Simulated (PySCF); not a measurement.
## From computed data to an observable: dipole moment from atomic charges

Al(Cl)2(OMe) (CH3AlCl2O), SMILES C[O][Al]([Cl])[Cl]. Atoms are numbered in the order given.

```xyz
8

Al     0.0920     0.1009    -0.0327
Cl     1.4068     1.6740    -0.3764
Cl    -1.1661     0.1320     1.6326
O      0.0654    -1.1796    -1.1113
C     -0.5858    -2.3927    -1.3150
H     -1.1123    -2.3862    -2.2845
H      0.1443    -3.2194    -1.3381
H     -1.3274    -2.6158    -0.5269
```

The structure is a stationary point at PBE0-D3(BJ)/def2-SVP. The structure was generated by enumeration; whether it is a known compound was not checked. One conformer was computed; it need not be the lowest.

Charges (e) from PBE0/def2-TZVP run with PySCF:

| atom | IAO | ESP fit |
|---|---|---|
| Al1 | 1.142 | 0.749 |
| Cl2 | -0.343 | -0.252 |
| Cl3 | -0.355 | -0.249 |
| O4 | -0.669 | -0.404 |
| C5 | -0.186 | -0.038 |
| H6 | 0.143 | 0.072 |
| H7 | 0.143 | 0.072 |
| H8 | 0.127 | 0.048 |

The dipole moment of the full density is 1.71 D.

**Question.** What dipole moment does each set of point charges give, and which comes closer to that of the density?

**Answer.** 
μ = Σ q r, and 1 e Å = 4.8032 D.
IAO: Σ q r = (-0.205, -0.405, -0.085) e Å, |μ| = 2.22 D.
ESP fit: Σ q r = (-0.133, -0.341, -0.123) e Å, |μ| = 1.85 D.
ESP fit comes closer in size. Point charges leave out the atoms' own dipoles (lone pairs, polarised bonds); fits to the potential absorb them, partitions of the density don't.
